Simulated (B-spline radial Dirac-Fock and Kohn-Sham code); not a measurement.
**Kohn-Sham estimates against Dirac-Fock for the levels of Te⁴⁺**

System: Te⁴⁺, 1s2 2s2 2p6 3s2 3p6 3d10 4s2 4p6 4d10 5s2.

The density-functional columns are spherical, spin-unpolarised Dirac-Kohn-Sham results without Breit or QED terms: −ε is minus the orbital energy of the initial state and ΔSCF the difference of two total energies. The reference in the last column comes from multi-electron Dirac-Fock with separately optimised hole states, Breit and Lamb-shift corrections added in first order. All numbers are from a radial B-spline solver, in eV; a selection of levels is shown. The Kohn-Sham columns are given as differences from the reference. For the 1s level of heavy atoms much of the gap between ΔSCF and the reference is the Breit and QED part, -109.1 eV here; for other levels the error of the functional can be larger.

```
     level  PBE −ε − DF  PBE ΔSCF − DF  LDA −ε − DF  LDA ΔSCF − DF  Dirac-Fock
    K (1s)       -220.3         +135.7       -256.0          +99.0     31869.2
   L1 (2s)       -112.9          -48.1       -117.2          -52.2      5001.9
L2 (2p1/2)        -85.8           -5.3        -87.4           -6.7      4669.3
L3 (2p3/2)        -89.4          -14.0        -90.6          -15.1      4398.4
   M1 (3s)        -57.7          -34.3        -58.9          -35.4      1065.6
M2 (3p1/2)        -46.4          -22.3        -46.8          -22.6       928.7
M3 (3p3/2)        -46.0          -22.7        -46.2          -22.8       877.1
M4 (3d3/2)        -28.8           -3.1        -28.4           -2.7       638.4
M5 (3d5/2)        -29.2           -3.7        -28.7           -3.3       628.0
   N1 (4s)        -25.4          -13.7        -25.6          -13.9       232.9
N2 (4p1/2)        -19.6           -8.2        -19.6           -8.2       183.9
N3 (4p3/2)        -19.5           -8.4        -19.6           -8.5       174.1
N4 (4d3/2)         -9.1           +1.1         -8.9           +1.2       94.56
N5 (4d5/2)         -9.1           +1.0         -9.0           +1.1       93.09
   O1 (5s)         -3.0           +2.9         -2.5           +3.4       56.21
```

For the outermost level NIST gives 59.3 ± 0.9 eV (measured); the differences from it are PBE −ε -6.08, PBE ΔSCF -0.21, LDA −ε -5.54, LDA ΔSCF +0.35, Dirac-Fock -3.09 eV.

Values without a named source are computed, but for edge energies of neutral atoms, which are taken from tables.
